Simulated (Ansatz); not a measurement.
Two structures of SiAsH7S, singlet, reached by relaxing down either side of one saddle point (PBE0-D4/def2-TZVP). Energies are electronic, without zero-point energy. Computed with Ansatz 0.2.0 (basis: def2-TZVPP and def2-QZVPP); correlated methods freeze the cores. Filled d shells of the heavier atoms are correlated. The def2 sets are not built for correlating such inner shells, so the correlated values are less sure here. Extrapolation: Hartree–Fock as exp(−7.88 √X), correlation as X^−2.97. First:

| atom | x (Å) | y (Å) | z (Å) |
| --- | --- | --- | --- |
| Si1 | -0.4578 | 1.1143 | 1.4198 |
| S2 | 1.4990 | 1.0208 | 0.5553 |
| H3 | -1.2566 | 1.9347 | 0.4811 |
| H4 | -0.4116 | 1.7637 | 2.7549 |
| H5 | -1.0551 | -0.2369 | 1.5640 |
| H6 | 0.7830 | -0.7021 | -2.6343 |
| As7 | -0.4578 | -1.0338 | -1.8225 |
| H8 | 2.0241 | 0.2863 | 1.5507 |
| H9 | 0.2724 | -2.0966 | -1.0180 |
| H10 | -0.9396 | -2.0504 | -2.8510 |

Second:

| atom | x (Å) | y (Å) | z (Å) |
| --- | --- | --- | --- |
| Si1 | -1.0087 | -0.0008 | 0.8307 |
| S2 | 2.3686 | 1.0928 | -0.9328 |
| H3 | -0.8347 | 1.4676 | 0.6786 |
| H4 | 0.2165 | -0.5661 | 1.4552 |
| H5 | -2.1593 | -0.2443 | 1.7411 |
| H6 | 2.5815 | 0.3441 | 0.1600 |
| As7 | -1.5296 | -0.9341 | -1.2756 |
| H8 | 1.8508 | 2.0965 | -0.2088 |
| H9 | -1.4103 | -2.3520 | -0.7324 |
| H10 | -0.0749 | -0.9038 | -1.7159 |

Task: Which bonds change from the first to the second?

Result: SiH₄S ([SiH3][SH]) + AsH₃ → SiAsH₅ ([SiH3][AsH2]) + H₂S; bonds formed: Si1–As7, S2–H6; bonds broken: Si1–S2, H6–As7.

Task: Give the saddle point's structure and its height above each. (Judge from chemistry; the value comes from the calculation.)

Result: By the calculation: 57.71 kcal/mol above the first and 51.53 kcal/mol above the second (CCSD(T) at an estimated basis limit (MP2 extrapolated from triple and quadruple zeta, plus CCSD(T) − MP2 in triple zeta)).
Si1  (-0.612, 0.645, 0.882)
S2  (1.586, 0.996, -0.020)
H3  (-1.471, 1.604, 0.153)
H4  (-0.147, 1.387, 2.103)
H5  (-1.242, -0.548, 1.518)
H6  (0.781, 0.083, -0.866)
As7  (-0.913, -1.084, -1.218)
H8  (2.053, -0.075, 0.643)
H9  (0.021, -2.188, -0.734)
H10  (-0.057, -0.820, -2.461)
(Å)

The T1 diagnostic stays at or below 0.013.

Labels in which every atom is bracketed show which atoms are joined, not bond orders.

For scale, one of the runs: CCSD(T)/def2-TZVPP, 230 basis functions, launched by `ansatz run in.yaml --threads 4 --pin off --events-out ev --progress --plain --max-ram 9574MiB`. The run took 86 s on 4 CPU threads of an Arm Neoverse V2 (shared host), with 3.6 GiB of host memory at its peak.
